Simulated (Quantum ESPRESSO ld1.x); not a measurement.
The numbers below are computed, except where a source is named.
Q: The mean radii <r> (bohr) of the occupied orbitals of an atom or ion are listed with their occupations. Level of theory: Dirac Kohn-Sham, BLYP, spin-unpolarised, spherical densities, point nucleus (ld1.x of Quantum ESPRESSO 7.5).

orbital  occ.      <r>
1s1/2       2  0.02558
2s1/2       2   0.1093
2p1/2       2  0.09192
2p3/2       4  0.09792
3s1/2       2   0.2917
3p1/2       2   0.2816
3p3/2       4   0.2935
3d3/2       4   0.2644
3d5/2       6   0.2681
4s1/2       2   0.6738
4p1/2       2   0.6969
4p3/2       4   0.7242
4d3/2       4   0.7948
4d5/2       6   0.8048
5s1/2       2    1.631
5p1/2       2    1.844
5p3/2       4    1.925

Name the element and its charge. Open shells, if any, are shared by 2j + 1.

A: Z = 56, barium, charge +2: Ba2+ in [Xe]. The 1s radius gives Z: for a bare nucleus <r> = (2 gamma + 1)/(2Z) with gamma = sqrt(1 - (Z/c)^2), 0.02523 bohr for Z = 56, and screening makes it slightly larger (0.02558 here). The occupations add up to 54, and the charge is Z minus that.
